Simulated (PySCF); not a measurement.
**Cobalt: a sound run and one with changed settings**

Sound run: Co [Ar] 3d7 4s2, Co⁺ [Ar] 3d8. Computed with PySCF 2.14 in pcseg-2, with no relativity, point nucleus. In the sound run the correlated levels freeze [Ar]. The sound run starts from symmetry-adapted Hartree-Fock orbitals and uses a fine grid where one is needed.

Changed run: scalar relativity by spin-free X2C-1e. This setting is unsound on purpose.

```csv
species,method,sound run (hartree),changed run (hartree),converged
Co,UHF,-1381.40041,-1390.03247,yes
Co,PBE,-1382.49495,-1391.12479,yes
Co,M06-2X,-1382.71706,-1391.34495,yes
Co,MP2,-1381.61507,-1390.25053,yes
Co⁺,UHF,-1381.10962,-1389.72502,yes
Co⁺,PBE,-1382.22776,-1390.83874,yes
Co⁺,M06-2X,-1382.43038,-1391.04118,yes
Co⁺,MP2,-1381.35811,-1389.97615,yes
```

Ionisation energy of Co:

```json
{"method": "UHF", "sound run (eV)": "7.913", "changed run (eV)": "8.366"}
{"method": "PBE", "sound run (eV)": "7.271", "changed run (eV)": "7.784"}
{"method": "M06-2X", "sound run (eV)": "7.801", "changed run (eV)": "8.266"}
{"method": "MP2", "sound run (eV)": "6.992", "changed run (eV)": "7.466"}
{"method": "SCS-MP2", "sound run (eV)": "7.061", "changed run (eV)": "7.530"}
```

Most of the change in total energy is the relativistic energy itself. On top of that the contraction fixes the core shape for the Hamiltonian it was made with, so the changed run is not a good calculation with the other Hamiltonian either.

For comparison, NIST gives 7.881 eV between the lowest levels.
